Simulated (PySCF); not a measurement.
A side-by-side comparison of computed properties.

First species: C3H7N3Si.
SMILES: `N#C[Si]1(N)CNC1`

Second species: C4H6Cl2Si.
InChI=1S/C4H6Cl2Si/c5-2-7-4-1-3(4)6/h1,3H,2,7H2/t3-/m0/s1

Levels: CAM-B3LYP/def2-SVPD for dipole moment, HOMO energy, LUMO energy, HOMO–LUMO gap, static isotropic polarisability and electronic spatial extent ⟨r²⟩ about the centre of nuclear charge; TDDFT CAM-B3LYP/def2-SVPD for lowest singlet excitation; TDA CAM-B3LYP/def2-SVPD for lowest triplet excitation (Tamm–Dancoff); GFN2-xTB for rotational constant A and rotational constant C. Geometries: GFN2-xTB. Each species is one conformer at its optimised geometry, gas phase, non-relativistic unless stated; the electronic structure was computed with PySCF and density fitting.

Dipoles, sizes and rotational constants follow the conformer. The torsions of the flexible species, by atom-mapped SMILES:
- `[N:1]#[C:2][Si:3]1([NH2:4])[CH2:5][NH:6][CH2:7]1`: H–N4–Si3–C2 -68°, H–N4–Si3–C2 69°
- `[Cl:1][CH2:2][SiH2:3][C:4]1=[CH:5][C@@H:6]1[Cl:7]`: Cl1–C2–Si3–C4 58°, C2–Si3–C4–C5 -32°

```tsv
property	column X	column Y
dipole moment	3.08 D	4.49 D
HOMO energy	-9.08 eV	-8.08 eV
LUMO energy	-0.03 eV	0.36 eV
HOMO–LUMO gap	9.05 eV	8.44 eV
lowest singlet excitation	5.36 eV	5.50 eV
lowest triplet excitation (Tamm–Dancoff)	4.09 eV	5.42 eV
static isotropic polarisability	98.4 au	76.8 au
electronic spatial extent ⟨r²⟩ about the centre of nuclear charge	1859 bohr²	932 bohr²
rotational constant A	3.152 GHz	3.029 GHz
rotational constant C	0.569 GHz	1.388 GHz
```

(1) Which column belongs to which species?

(2) How does each property change from the first species to the second?

Results:

(1) Column X is the second species and column Y the first. The first has 14 atoms and 60 electrons, the second 13 and 78.

(2) dipole moment -1.41 D; HOMO energy -1.00 eV; LUMO energy -0.39 eV; HOMO–LUMO gap +0.61 eV; lowest singlet excitation -0.14 eV; lowest triplet excitation (Tamm–Dancoff) -1.33 eV; static isotropic polarisability +21.6 au; electronic spatial extent ⟨r²⟩ about the centre of nuclear charge +927 bohr²; rotational constant A +0.123 GHz; rotational constant C -0.819 GHz.

On the first: In atomic units the dipole is 1.77 e·bohr (1 au = 2.5417 D). The principal polarisabilities are 67.9, 73.5 and 89.0 au; their mean is the isotropic value.

On the second: S1 lies 3.69 eV below the HOMO–LUMO gap; its leading configuration is HOMO→LUMO, weight 0.88. No computed singlet falls in the visible range (750 to 380 nm, 1.65 to 3.26 eV); S1 lies 2.10 eV above its blue end.
